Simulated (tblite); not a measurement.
Question: Write Cartesian coordinates for `N#CC[C@@H]1C[Si@@H](C(N)=O)O1` as optimised with GFN2-xTB.

Answer: 
```
atom  x, y, z in Å
N1    -4.2600    0.6387   -0.3342
C2    -3.3169    0.1079    0.0330
C3    -2.1177   -0.5480    0.4821
C4    -0.8841    0.3028    0.1866
C5    -0.5706    0.4368   -1.3072
Si6    0.8900   -0.7230   -0.8938
C7     2.7216   -0.2001   -1.0650
N8     3.1830    0.6853   -0.1575
O9     3.4181   -0.6445   -1.9546
O10    0.2901   -0.3865    0.6283
H11   -2.1874   -0.7335    1.5574
H12   -2.0169   -1.5080   -0.0310
H13   -0.9493    1.2540    0.7229
H14   -0.3318    1.4562   -1.5948
H15   -1.3568    0.0691   -1.9579
H16    0.7030   -2.1106   -1.3084
H17    2.6214    0.9549    0.6310
H18    4.1556    0.9549   -0.1782
```

Orientation and origin are arbitrary. Atoms count from 1 in this order. Si6 (oxygen-bound silicon) has angles from 78.5° to 123.1°. Of the pairs four or more bonds apart, Si6···H12 is among the closest relative to their van der Waals radii: 3.13 Å, 95 % of the sum of Bondi's values. The 2 C–N bonds span 1.143 Å (N1≡C2, drawn triple) to 1.349 Å (C7–N8, drawn single), a spread of 0.206 Å. The 4-membered ring C4–C5–Si6–O10 has internal angles of 78.5° to 100.1° (sum 359°, against 360° for a flat polygon); it is slightly puckered (a soft mode that the optimisation may not have finished), 0.06 Å rms from its mean plane, widest ring torsion 10°.

Bonds between heavy atoms (Å): N1≡C2 1.143, C2–C3 1.439, C3–C4 1.527, C4–C5 1.532, C5–Si6 1.910, Si6–C7 1.912, C7–N8 1.349, C7=O9 1.214, Si6–O10 1.670, C4–O10 1.431.

Computed geometry: GFN2-xTB, gas phase.

Point group: C1 (no symmetry element, even within 0.4 Å). Its GFN2-xTB frequencies are all real (lowest 36 cm⁻¹). The numbers are those of one conformer (C2–C3–C4–C5 -68°, C5–Si6–C7–N8 72°, Si6–C7–N8–H 8° and 177°, C3–C4–C5–Si6 -108°, C4–C5–Si6–C7 -116°, C5–Si6–O10–C4 8°, C3–C4–O10–Si6 110°).
